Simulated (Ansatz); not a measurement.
Input file for Ansatz (a quantum-chemistry and plane-wave program): U-B3LYP/def2-TZVPP on ClGaH2 (SMILES [Cl][GaH2]), a point of a bond scan (R = 3.249 Å).

Ansatz 0.2 input:
```yaml
crystal:
  periodic: [false, false, false]
  atoms:
    - {symbol: Ga, position_ang: [-0.00289679, -0.23188832, -0.67116797]}
    - {symbol: H, position_ang: [-1.40910429, -0.31184703, -1.33456264]}
    - {symbol: H, position_ang: [1.39793515, -0.58224349, -1.25325605]}
    - {symbol: Cl, position_ang: [0.01035748, 0.82911724, 2.39976272]}
basis:
  gaussian:
    orbitals: def2-TZVPP
hamiltonian:
  xc: {name: B3LYP}
magnetization: {spin_polarized: true, initial_magnetization: 0}
```

Output:

```
WARN ansatz: RAYON_NUM_THREADS=1 ignored (pool sized by the plan → 1); use --threads N
Functional definition: B3LYP
integrals: 0.04 GiB planned
834 factors; their error is unknown
mean field: 0.53 GiB planned
mean field evaluation 1: about -64930.9543 eV, gradient 2.5e1 eV
mean field evaluation 2: about -64853.8720 eV, gradient 8.6e1 eV
mean field evaluation 4: about -64933.9891 eV, gradient 4.5e0 eV
mean field evaluation 8: about -64934.0494 eV, gradient 9.8e-2 eV
mean field evaluation 16: about -64934.2224 eV, gradient 6.8e-5 eV
mean field -64934.22239097 eV, -2386.2886588713 hartree, gradient 2.0e-5 eV, S^2 0.000000; 2 other end points of the search recorded, 0 dependent functions left out
reference -64934.22262791 eV, -2386.2886675786 hartree; 25, 25 occupied and 93, 93 virtual orbitals, 834 factors
Total energy: -64934.22262791 eV, -2386.2886675786 hartree
```

The run converged.

Cost: very roughly 8 core-seconds.
